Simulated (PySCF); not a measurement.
[In(CN)H3]-, CH3InN (charge -1).
Bonds: In1–C2, C2–N3. Hydrogens: H4, H5, H6 on In1.

Computed by this run: PBE0-D3(BJ)/def2-SVP geometry optimisation, gas phase, def2 core potentials past Kr (PySCF); density fitting, grid level 1; the optimiser is geomeTRIC in internal coordinates, started from a GFN1-xTB structure with every atom displaced at random (about 0.03 Å).

Geometry at step 0:
```
atom  x, y, z in Å
In1     0.0516   -0.0810   -0.6893
C2      0.0011    0.0025    1.5130
N3     -0.0197    0.0103    2.6527
H4      1.7617    0.0020   -1.1946
H5     -0.8698    1.4191   -1.2034
H6     -0.8618   -1.4490   -1.1477
```

Problem. Give the atomic forces at this geometry.

Solution. 
```json
{"atom": "In1", "Fx (eV/Å)": "0.048", "Fy (eV/Å)": "1.099", "Fz (eV/Å)": "-0.314"}
{"atom": "C2", "Fx (eV/Å)": "0.144", "Fy (eV/Å)": "-0.103", "Fz (eV/Å)": "-3.111"}
{"atom": "N3", "Fx (eV/Å)": "-0.079", "Fy (eV/Å)": "0.056", "Fz (eV/Å)": "3.405"}
{"atom": "H4", "Fx (eV/Å)": "-0.181", "Fy (eV/Å)": "-0.085", "Fz (eV/Å)": "0.076"}
{"atom": "H5", "Fx (eV/Å)": "0.295", "Fy (eV/Å)": "-0.334", "Fz (eV/Å)": "0.114"}
{"atom": "H6", "Fx (eV/Å)": "-0.228", "Fy (eV/Å)": "-0.633", "Fz (eV/Å)": "-0.170"}
```

The largest, 3.41 eV/Å, acts on N3; the rms over all components is 1.139 eV/Å. The forces sum to zero within rounding, as they must for an isolated molecule in no field.

Problem. Give the force on N3 in Eh/bohr and in nN.

Solution. 3.407 eV/Å ÷ 51.422 = 0.06625 Eh/bohr, and 3.407 eV/Å × 1.602 = 5.46 nN.

Problem. How far is this geometry from the end of the optimisation?

Solution. 0.103 eV above it, and 0.053 Å rms away after alignment. The bonds farthest from their final lengths, with half the difference of the two atoms' forces along the bond (positive lengthens):

| bond | now (Å) | final (Å) | force along bond (eV/Å) |
| --- | --- | --- | --- |
| In1–H5 | 1.834 | 1.770 | -0.71 |
| In1–H6 | 1.708 | 1.770 | +0.75 |
| In1–C2 | 2.204 | 2.242 | -1.42 |
| C2–N3 | 1.140 | 1.166 | +3.26 |
| In1–H4 | 1.785 | 1.770 | -0.19 |

The angle farthest from its final value is H4–In1–H6, 118.3° against 113.3°.

Of the 5 listed bonds off by 0.010 Å or more, this force points towards the final length in 4.

What follows is the cost of the whole optimisation. The run took 14 s of wall time on an Intel Xeon Platinum 8259CL at 2.50 GHz with one thread, no GPU, shared host with 96 logical CPUs at a one-minute load of 38, and the process peaked at 0.28 GiB of memory.
